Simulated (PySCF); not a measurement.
Molfile (atoms numbered from 1):
```
C2H6OSi2
     RDKit          3D

 11 10  0  0  0  0  0  0  0  0999 V2000
   -2.8014    0.7067    0.8090 O   0  0  0  0  0  0  0  0  0  0  0  0
   -2.0114   -0.0529   -0.4381 Si  0  0  0  0  0  4  0  0  0  0  0  0
   -0.1909   -0.0419   -0.1665 C   0  0  0  0  0  0  0  0  0  0  0  0
    1.0169   -0.0467    0.0391 C   0  0  0  0  0  0  0  0  0  0  0  0
    2.8297   -0.0437    0.3300 Si  0  0  0  0  0  4  0  0  0  0  0  0
   -2.6002    0.4057    1.6999 H   0  0  0  0  0  0  0  0  0  0  0  0
   -2.3392    0.7140   -1.6652 H   0  0  0  0  0  0  0  0  0  0  0  0
   -2.4218   -1.4810   -0.5795 H   0  0  0  0  0  0  0  0  0  0  0  0
    3.1161    0.6151    1.6371 H   0  0  0  0  0  0  0  0  0  0  0  0
    3.3302   -1.4483    0.3592 H   0  0  0  0  0  0  0  0  0  0  0  0
    3.5051    0.7057   -0.7681 H   0  0  0  0  0  0  0  0  0  0  0  0
  1  2  1  0
  2  3  1  0
  3  4  3  0
  4  5  1  0
  1  6  1  0
  2  7  1  0
  2  8  1  0
  5  9  1  0
  5 10  1  0
  5 11  1  0
M  END
```

PySCF calculation with PBE0/pcSseg-1 with gauge-including orbitals and geometry from PBE0-D3(BJ)/def2-SVP; no relativistic terms, in vacuum, equivalent nuclei averaged, one conformer.

δ = σ(ref) − σ, references computed at the same level: ¹³C and ¹H and ²⁹Si vs TMS; ¹⁷O vs H2O.

| atoms | nucleus | count | δ (ppm) |
| --- | --- | --- | --- |
| H7/H8 | ¹H | 2 | 4.90 |
| O1 | ¹⁷O | 1 | 21.7 |
| Si5 | ²⁹Si | 1 | -96.1 |
| Si2 | ²⁹Si | 1 | -48.1 |
| C4 | ¹³C | 1 | ? |
| C3 | ¹³C | 1 | 121.2 |
| H9/H10/H11 | ¹H | 3 | ? |
| H6 | ¹H | 1 | 0.80 |

Fill in the missing shifts.

Answers


- C4: 112.1 ppm, alkyne carbon
- H9/H10/H11: 4.18 ppm, hydrogen on a silicon bonded to C

OH and NH positions are those of a molecule without intermolecular hydrogen bonds; in solution they move with solvent, concentration and temperature, and exchange usually removes their couplings. Shifts are as computed. Against solution values, carbons near 30 ppm lie about +2 ppm off and those near 130 ppm about +5 ppm. Of 1211 compounds with measured shifts, 218 miss one by over three times the rms of a fit or turn the order of signals round; such compounds aren't used in these exercises. Experimental scales use liquid or dissolved standards, which lie at an offset from isolated H2O (liquid H2O: subtract about 36 ppm).
